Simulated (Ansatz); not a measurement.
Cl2CrO2, charge +1, doublet (typed; the unrestricted solution is spin-contaminated), geometry from GFN2-xTB (such geometries of metal compounds can be far from the true shape) (the multiplicity is a formal guess). Base run: Ansatz (a program for electronic structure) with PBE0/6-31G*.

Ansatz was given this input:
Ansatz 0.2 input:
```yaml
crystal:
  periodic: [false, false, false]
  atoms:
    - {symbol: Cr, position_ang: [0.35013682, -0.06111891, 0.11288913]}
    - {symbol: O, position_ang: [1.43054935, -0.59187197, -0.87155890]}
    - {symbol: O, position_ang: [0.77826299, 0.20630785, 1.58371164]}
    - {symbol: Cl, position_ang: [-0.36525016, 1.69461310, -0.64793416]}
    - {symbol: Cl, position_ang: [-1.16850175, -1.42688565, 0.15343057]}
basis:
  gaussian:
    orbitals: 6-31G*
hamiltonian:
  xc: pbe0
total_charge: 1
magnetization: {spin_polarized: true, initial_magnetization: 1}
```

Variants of this job, named by their change:

| change | E (Eh) | <S^2> | core-seconds (rough) | outcome |
|---|---|---|---|---|
| base | -2114.15582 | 0.878 | 60 | converged |
| functional = hf | -2111.38820 | 3.001 | 100 | converged |
| functional = b3lyp | -2114.89438 | 0.834 | 100 | converged |
| functional = wB97X-V | -2114.46786 | 0.920 | 70 | converged |
| functional = SVWN5 | -2108.70639 | 0.761 | 30 | converged |
| functional = revpbe | -2114.62264 | 0.768 | 80 | converged |
| functional = hse06 | -2114.12870 | 0.877 | 90 | converged |
| functional = B97M-V | - | - | - | cut at the time limit |
| functional = BHLYP | -2114.62318 | 1.200 | 40 | converged |
| functional = wB97M-V | -2114.65038 | 0.905 | 90 | converged |
| functional = b3lyp5 | -2114.61222 | 0.836 | 100 | converged |
| functional = cam_b3lyp | -2114.83383 | 0.924 | 30 | converged |

Totals shift with the method and basis; they matter in differences.
